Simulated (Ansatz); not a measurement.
Consider the substitution at a C–C bond: `CC(C)B(F)F` + `CBCO` → `CBCOC` + `CCB(F)F`.

Calculated with Ansatz (gas phase, PBE0-D4/def2-TZVP geometries, no zero-point term in ΔE). CBS: MP2 limit from def2 TZ/QZ plus the TZ coupled-cluster correction, frozen cores. DFT in def2-TZVPP. B3LYP here is the variant with VWN-RPA as its local correlation; programs differ in this. Each species was taken in one conformer, which may not be the lowest.

```csv
level,ΔE (kcal/mol),difference from CCSD(T)/CBS
PBE-D4,6.3,-1.1
r2SCAN-D4,6.1,-1.3
PBE0-D4,6.7,-0.7
B2PLYP,5.6,-1.8
PBE,5.9,-1.5
r2SCAN,6.0,-1.4
B3LYP,4.7,-2.7
HF/def2-TZVPP,3.9,-3.5
MP2/def2-TZVPP,7.6,0.2
SCS-MP2/def2-TZVPP,6.5,-0.9
CCSD/def2-TZVPP,6.6,-0.8
HF/def2-QZVPP,4.0,-3.4
MP2/def2-QZVPP,8.0,0.6
SCS-MP2/def2-QZVPP,7.0,-0.4
HF/CBS(def2),4.0,-3.4
MP2/CBS(def2),8.3,0.9
CCSD(T)/CBS,7.4,0
```

Largest T1 diagnostic among the species: 0.011.

In def2-TZVPP, CCSD(T) changes the Hartree–Fock value by +2.8 kcal/mol (the triples alone add +0.2 kcal/mol) and MP2 by +3.7 kcal/mol.
